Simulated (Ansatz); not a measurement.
Compare A (`FCC([SiH3])Cl`) with its isomer B (`C[SiH](F)CCl`).

Computed with Ansatz on PBE0-D4/def2-TZVP structures; ΔE is electronic, products minus reactants. CCSD(T)/CBS adds triple-zeta CCSD(T) − MP2 to the extrapolated MP2 energy (def2 sets, frozen cores). DFT in def2-TZVPP. B3LYP here is the variant with VWN-RPA as its local correlation; programs differ in this. Each species was taken in one conformer, which may not be the lowest.

Problem. Which isomer does CCSD(T)/CBS put lower? Give the gap. (An estimate is asked.)

Solution. The calculation gave: B, by 65.1 kcal/mol.

Problem. Give E(B) − E(A) in kcal/mol with PBE-D4, HF/def2-TZVPP, CCSD/def2-TZVPP, CCSD(T)/def2-TZVPP, B3LYP, r2SCAN-D4, PBE0-D4. (Best estimate.)

Solution. Computed: PBE-D4 -61.0, HF/def2-TZVPP -64.3, CCSD/def2-TZVPP -64.0, CCSD(T)/def2-TZVPP -63.5, B3LYP -63.6, r2SCAN-D4 -64.4, PBE0-D4 -62.6. None reverses the order clearly.

Largest T1 diagnostic: 0.011.

From PBE to PBE0 (25 % exact exchange), in def2-TZVPP and without D4, E(B) − E(A) moves by −1.6 kcal/mol.
